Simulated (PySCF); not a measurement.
**V: electron affinity**

V⁻ [Ar] 3d4 4s2 (5D) → V [Ar] 3d3 4s2 (4F), as a difference of total energies. Calculation: PySCF 2.14, in aug-cc-pVTZ-DK (8s7p5d3f2g, 93 functions); scalar relativity by spin-free X2C-1e. Correlated levels: valence: [Ar] frozen. The calculations carry no spin-orbit coupling.

| method | electron affinity (eV) |
| --- | --- |
| UHF | -0.635 |
| MP2 (valence) | -0.208 |
| SCS-MP2 (valence) | -0.917 |
| CCSD (valence) | 0.056 |
| CCSD(T) (valence) | 0.174 |

The reference lies between the lowest fine-structure levels, while these numbers refer to the centres of the terms.

Errors of the correlated levels include the incompleteness of this basis and the frozen core.

A negative affinity means that the anion lies above the atom at that level of theory.

The coupled-cluster amplitudes are large for V⁻ (T1 above 0.03 or a double amplitude above 0.15), so a single reference is strained.

For comparison: 0.528 eV (measured; photodetachment measurements, as compiled on the Wikipedia data page of electron affinities).
